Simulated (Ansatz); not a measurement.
Compare A (`O[SiH](Cl)C1=CN1`) with its isomer B (`N[Si]1(Cl)C=C1O`).

Isolated molecules relaxed with PBE0-D4/def2-TZVP in Ansatz; ΔE leaves out vibrations. CBS: MP2 limit from def2 TZ/QZ plus the TZ coupled-cluster correction, frozen cores. DFT in def2-TZVPP. Each species was taken in one conformer, which may not be the lowest.

A:

Z-matrix (Å, degrees):
```
Si
Cl 1 2.051
C 1 1.822 2 105.8
O 1 1.628 2 112.4 3 121.5
H 1 1.472 2 108.4 3 -121.3
C 3 1.281 1 159.5 2 5.7
N 3 1.562 1 138.7 2 161.4
H 4 0.959 1 118.2 2 -76.4
H 6 1.077 3 152.6 1 -12.4
H 7 1.024 3 107.9 1 90.3
```

B:

```xyz
10

N     1.698   -1.063    0.272
Si    0.500    0.099    0.530
Cl    0.909    0.826    2.404
C    -0.318    1.053   -0.727
C    -1.149    0.149   -0.148
O    -2.424   -0.208   -0.287
H     1.747   -1.608   -0.572
H     2.305   -1.386    1.004
H    -0.429    1.801   -1.506
H    -2.838    0.336   -0.971
```

**Question.** Which is lower in electronic energy at CCSD(T)/CBS, and by how much? (An estimate is asked.)

**Answer.** Computed: B, by 25.2 kcal/mol.

**Question.** Give E(B) − E(A) in kcal/mol with PBE0-D4, CCSD(T)/def2-TZVPP, MP2/def2-TZVPP, HF/def2-TZVPP, ωB97M-V, B2PLYP, PBE-D4. (Best estimate.)

**Answer.** Ansatz gave: PBE0-D4 -29.9, CCSD(T)/def2-TZVPP -25.1, MP2/def2-TZVPP -25.8, HF/def2-TZVPP -27.5, ωB97M-V -27.9, B2PLYP -25.9, PBE-D4 -28.0. None reverses the order clearly.

Largest T1 diagnostic: 0.012.

In def2-TZVPP, CCSD(T) changes the Hartree–Fock value by +2.4 kcal/mol (the triples alone add +0.6 kcal/mol) and MP2 by +1.7 kcal/mol. From PBE to PBE0 (25 % exact exchange), in def2-TZVPP and without D4, E(B) − E(A) moves by −1.9 kcal/mol.
